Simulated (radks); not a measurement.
Values are calculated unless marked as measured or tabulated.
Fractional charge and spin in the 2s shell of boron: the spin-up occupation runs from 0 to 1 and the spin-down occupation from 0 to 1; the fullest corner is B, [He] 2p(up 0.5, down 0.5) 2s(up 1, down 1). Level of theory: non-relativistic Kohn-Sham, PBE, spin-polarised, spherical densities, point nucleus (a radial shooting solver on a logarithmic mesh with Libxc functionals). Energy (eV) minus the two flat planes that join the four corners (they meet along the diagonal where the two added fractions sum to one electron); zero is where a piecewise linear energy would lie.

down \ up,0,0.25,0.5,0.75,1
0,0.000,-0.996,-1.335,-1.003,0.000
0.25,-0.996,-1.175,-0.715,0.392,-0.842
0.5,-1.335,-0.715,0.521,-0.606,-1.119
0.75,-1.003,0.392,-0.606,-1.011,-0.833
1,0.000,-0.842,-1.119,-0.833,0.000

Corners above the fullest one (they belong to B+ and the next ion): (up 1, down 0) 13.834 eV, (up 0, down 1) 13.834 eV, (up 0, down 0) 39.608 eV. With half an added electron in each spin the energy lies 0.521 eV from the planes, and with half an added electron in spin up alone -1.335 eV. The planes are only a guide here: the flat-plane condition holds for ground states with one frontier orbital, while this shell lies below other occupied shells, so the corners above the fullest one are inner-hole states and not the ground states of those ions.
